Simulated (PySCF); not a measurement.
Dipole response of Cu²⁺ (copper, charge +2)

[Ar] 3d9, 2D determinant. Calculation: PySCF 2.14, in def2-QZVPPD; no relativity, point nucleus. Coupled (time-dependent) response in atomic units; α is the mean over directions.

```json
{"method": "CAM-B3LYP", "mean α (bohr³)": "2.968", "α xx, yy, zz": "2.857, 2.857, 3.190", "C₆ (like pair)": "8.029", "S(−4)": "4.352"}
```

S(−4) is the Cauchy moment in α(ω) = α(0) + S(−4) ω² + …

α(iu) at CAM-B3LYP:

```csv
u (hartree),α(iu) (bohr³)
0,2.968
0.0500,2.957
0.100,2.925
0.200,2.810
0.300,2.650
0.500,2.296
0.750,1.912
1.00,1.616
1.50,1.208
2.00,0.9438
3.00,0.6266
5.00,0.3349
```

For an ion, C₆ is the dispersion term alone; charge-induced terms of lower order in 1/R come first.

The components differ because the open shell of this determinant is not spherical; for a pure term their mean is the scalar polarisability.
